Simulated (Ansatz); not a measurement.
Hexafluoro-1,3-butadiene. Charge 0, multiplicity 1.

```tsv
atom	x (Å)	y (Å)	z (Å)
F1	2.938	-0.495	0.022
C2	1.714	-0.459	-0.428
F3	1.605	-0.999	-1.611
C4	0.698	0.082	0.239
F5	0.932	0.556	1.467
C6	-0.646	0.239	-0.277
F7	-0.766	0.467	-1.589
C8	-1.755	0.209	0.458
F9	-1.776	-0.053	1.737
F10	-2.945	0.453	-0.017
```

Q: List the harmonic frequencies (cm⁻¹, unscaled) at PBE0-D4/def2-TZVP in Ansatz. (Estimate.)

A: Ansatz gave: 21, 113, 114, 194, 197, 287, 320, 368, 398, 472, 516, 569, 627, 634, 671, 734, 985, 1206, 1234, 1359, 1376, 1435, 1804, 1860.

Q: Is this a minimum?

A: Yes, all 24 modes are real.

Q: Give the ideal-gas thermochemistry at 298.15 K and 1 bar (rigid rotor, harmonic oscillator; point group C2, symmetry number 2).

A: Zero-point energy 104.6 kJ/mol; H(298) − E = 130.8 kJ/mol; entropy 399.0 J/(mol·K), of which translation 172.3, rotation 119.3, vibration 107.5; G(298) − E = 11.8 kJ/mol. Modes under 100 cm⁻¹ are hindered rotations or soft bends, so the harmonic entropy is rough.

Q: And at 400, 500, 600, 800 and 1000 K?

A: 
```csv
T (K),H − E (kJ/mol),S (J/mol/K),G − E (kJ/mol)
400,145.6,441.7,-31.1
500,162.0,478.2,-77.1
600,179.8,510.5,-126.6
800,218.2,565.7,-234.4
1000,259.2,611.4,-352.2
```

Q: Rotational constants (cm⁻¹)?

A: 0.0797, 0.02798, 0.02191.
